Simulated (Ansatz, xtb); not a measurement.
Relative energy of two isomers of C5H5BO2

Structure X is `Bc1cccoc1=O`, a singlet and structure Y is `C#CC#CCB(O)O`, a singlet. Both are isolated molecules in the gas phase, relaxed with B3LYP/def2-SVP; the shapes shown needn't be the lowest conformers.

X (Å):

```xyz
13

C     1.0197    0.0120   -0.0731
C     0.0403    0.8722   -0.5412
C    -0.7996    0.5528   -1.6426
C    -0.6093   -0.6565   -2.2428
C     1.1983   -1.2854   -0.7424
B     1.9025    0.4072    1.1241
O     0.3073   -1.5265   -1.8479
O     1.9725   -2.1621   -0.5013
H     1.7132    1.4854    1.6355
H     2.7582   -0.3196    1.5515
H    -0.0868    1.8356   -0.0381
H    -1.5691    1.2334   -2.0066
H    -1.1909   -1.0158   -3.0978
```

Y (Å):

```xyz
13

C    -0.6787   -4.0251    1.1676
C    -1.0581   -2.8675    1.1467
C    -1.4816   -1.5615    1.1272
C    -1.8744   -0.4049    1.0952
C    -2.2817    0.9890    1.1140
B    -1.4158    1.9044    2.1037
O    -1.7439    3.2206    2.1743
O    -0.3911    1.4227    2.8556
H    -0.3471   -5.0461    1.1830
H    -2.2180    1.4263    0.1002
H    -3.3445    1.0795    1.4061
H    -1.1782    3.7057    2.7906
H    -0.2426    0.4746    2.7296
```

Quicker runs give these differences E(Y) − E(X): GFN2-xTB +10.2 kcal/mol; HF/STO-3G −4.8 kcal/mol (at GFN2-xTB geometries); r2SCAN-D4/def2-SVP −13.6 kcal/mol (at GFN2-xTB geometries).

Estimate E(Y) − E(X) at the level CCSD(T)/def2-SVP + ΔMP2/def2-TZVPP.

Calculated at CCSD(T)/def2-SVP + ΔMP2/def2-TZVPP: E(Y) − E(X) = −26.4 kcal/mol, so structure Y lies lower.

Level by level:

| level | geometry | E(Y) − E(X) (kcal/mol) | departure from the last row (kcal/mol) | job, with rough time for the two |
| --- | --- | --- | --- | --- |
| GFN2-xTB | GFN2-xTB | +10.2 | +36.6 | optimisation, 0.2 s |
| HF/STO-3G | GFN2-xTB | −4.8 | +21.5 | single point, 0.3 s |
| r2SCAN-D4/def2-SVP | GFN2-xTB | −13.6 | +12.7 | single point, 2.8 s |
| B3LYP/def2-SVP | B3LYP/def2-SVP | −18.2 | +8.2 | optimisation, 28 s |
| HF/def2-SVP | B3LYP/def2-SVP | −22.3 | +4.1 | part of the CCSD(T) run |
| MP2/def2-SVP | B3LYP/def2-SVP | −29.1 | −2.7 | part of the CCSD(T) run |
| CCSD(T)/def2-SVP | B3LYP/def2-SVP | −23.4 | +2.9 | single point |
| CCSD(T)/def2-SVP + ΔMP2/def2-TZVPP | B3LYP/def2-SVP | −26.4 |  | single point, 53 s |

As drawn, Y has 2 C≡C, 2 B–O, 2 O–H in place of 2 C=C, 2 C–O, 1 C=O, 2 B–H. Structure X has a 6-membered ring, Y no ring.

GFN2-xTB puts the two in the other order. The largest departure from CCSD(T)/def2-SVP + ΔMP2/def2-TZVPP is that of GFN2-xTB, 36.6 kcal/mol. The last row adds to CCSD(T) the change of the MP2 difference between the two basis sets, here −2.9 kcal/mol.

With thermal terms from frequencies at re-optimised GFN2-xTB minima (ideal gas, soft modes damped towards free rotors, one conformer each, 298.15 K, 1 atm): on the last row, ΔE + ΔZPE = −26.7, ΔH = −25.5, ΔG = −28.3 kcal/mol.

The correlated steps freeze 8 core orbitals. Programs: Ansatz 0.2.0, xtb 6.7.1; the last row on 4 threads of Arm Neoverse V2 on a shared host.
